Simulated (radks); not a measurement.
Dipole-allowed excitations along the series with 10 electrons in [Ne]. Calculated with a radial shooting solver on a logarithmic mesh with Libxc functionals: non-relativistic Kohn-Sham, LB94 model potential, spin-unpolarised, spherical densities, point nucleus. Time-dependent linear response with the Hartree and adiabatic LDA kernel, continuum included through the Sternheimer equations. Lines are the poles of the dipole polarisability below minus the highest occupied eigenvalue, found on a grid refined at the orbital gaps; the lowest seven at most are given, and weak or close lines can be missed. The first line takes the name of the lowest orbital gap if no other gap lies below it; otherwise a line is named after a gap within 0.6 % of it, if that gap stands alone.

species  -e(HOMO) (eV)  lowest orbital gap (eV)  first line (eV)      f  strongest line (eV)  its f  static alpha (bohr^3)
Mn15+           1120.2             2p-3s 646.44   647.80 (2p-3s)  0.191  728.43 (unassigned)   2.70               0.007064
Fe16+           1248.1             2p-3s 718.67   720.11 (2p-3s)  0.190  806.01 (unassigned)   2.77               0.005834
Co17+           1382.8             2p-3s 794.67   796.20 (2p-3s)  0.188  887.38 (unassigned)   2.83               0.004861
Ni18+           1524.3             2p-3s 874.46   876.08 (2p-3s)  0.186  972.54 (unassigned)   2.89               0.004084
Cu19+           1672.6             2p-3s 958.04   959.73 (2p-3s)  0.185  1061.5 (unassigned)   2.94               0.003456
Zn20+           1827.7             2p-3s 1045.4   1047.2 (2p-3s)  0.184  1154.2 (unassigned)   2.98               0.002945
